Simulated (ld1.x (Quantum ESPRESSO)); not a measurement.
Reading a pseudo-wave (In (Z = 49))

Columns: radius, all-electron u(r) and pseudo u(r) of the 5s shell (level -14.92 eV) of indium in the configuration [Kr] 4d10 5s2 5p0; PBE, scalar-relativistic, RRKJ scheme, ld1.x (Quantum ESPRESSO) 7.5.

| r (bohr) | all-electron | pseudo |
| --- | --- | --- |
| 0.138 | -0.0336 | 0.0192 |
| 0.275 | 0.2163 | 0.0398 |
| 0.413 | -0.0278 | 0.0638 |
| 0.550 | -0.2764 | 0.0929 |
| 0.688 | -0.3403 | 0.1295 |
| 0.825 | -0.2498 | 0.1754 |
| 0.963 | -0.0807 | 0.2330 |
| 1.100 | 0.1062 | 0.3022 |
| 1.238 | 0.2805 | 0.3824 |
| 1.375 | 0.4253 | 0.4677 |
| 1.513 | 0.5389 | 0.5513 |
| 1.650 | 0.6209 | 0.6229 |
| 1.788 | 0.6761 | 0.6761 |
| 1.925 | 0.7078 | 0.7078 |
| 2.062 | 0.7210 | 0.7210 |
| 2.200 | 0.7191 | 0.7191 |
| 2.338 | 0.7056 | 0.7056 |
| 2.475 | 0.6834 | 0.6834 |
| 2.613 | 0.6547 | 0.6547 |
| 2.750 | 0.6217 | 0.6217 |
| 2.888 | 0.5857 | 0.5857 |
| 3.025 | 0.5485 | 0.5485 |
| 3.162 | 0.5108 | 0.5108 |
| 3.300 | 0.4731 | 0.4731 |
| 3.438 | 0.4364 | 0.4364 |
| 3.575 | 0.4013 | 0.4013 |

(1) How many radial nodes do the two functions have?

(2) At about which radius was the pseudo-wave matched?

(3) Is the pseudo-wave norm-conserving?

## Answers

(1) The all-electron 5s function has n − l − 1 = 4 (the table is too coarse to show those close to the nucleus); the pseudo-wave has 0, since the states of the same l below it are removed with the core.

(2) 1.95 bohr. The columns agree to 0.0005 from 1.79 bohr on; several derivatives are matched, so the curves merge somewhat inside the radius.

(3) Yes: the RRKJ scheme keeps the norm inside the radius equal to the all-electron one, which fixes the energy derivative of the logarithmic derivative at the level.
